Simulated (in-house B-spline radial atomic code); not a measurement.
Configurations of the silver ion Ag⁶⁺, with energies counted from [Kr] 4d5. All numbers are computed (Dirac-Hartree-Fock, average of configuration; Fermi nucleus of rms radius 4.5454 fm) with a B-spline radial code for spherical atoms, not measured. Energies include first-order Breit, QED and recoil terms.

Occupations are held fixed; configurations that lie above the ionisation limit could autoionise.

| configuration | E - E(ref) (eV) | highest orbital | its <r> (bohr) |
| --- | --- | --- | --- |
| [Kr] 4d4 6p1 | 67.125 | 6p3/2 | 3.86 |
| [Kr] 4d4 6g1 | 84.985 | 6g7/2 | 6.206 |
| [Kr] 4d4 8p1 | 86.822 | 8p3/2 | 8.43 |
| [Kr] 4d4 8f1 | 92.067 | 8f7/2 | 11.47 |
| [Kr] 4d4 8g1 | 93.137 | 8g7/2 | 12.16 |
| [Ar] 3d10 4s2 4p5 4d5 6g1 | 146.36 | 6g7/2 | 6.2 |
| [Ar] 3d10 4s2 4p5 4d5 7g1 | 151.3 | 7g7/2 | 8.961 |

Q: Order these further configurations by energy, lowest first.
A. [Ar] 3d10 4s2 4p5 4d6
B. [Kr] 4d4 6s1
C. [Ar] 3d10 4s2 4p5 4d5 8s1
D. [Kr] 4d4 8s1
E. [Kr] 4d4 5g1

A: A (61.052 eV), B (62.422 eV), E (76.828 eV), D (85.373 eV), C (146.73 eV).

Q: How far above the reference does [Ar] 3d10 4s2 4p5 4d5 7f1 lie?

A: 149.63 eV; its least bound orbital is 7f7/2 with <r> = 8.396 bohr.

Q: How far above the reference does [Ar] 3d10 4s2 4p5 4d5 6f1 lie?

A: 143.68 eV; its least bound orbital is 6f7/2 with <r> = 5.786 bohr.
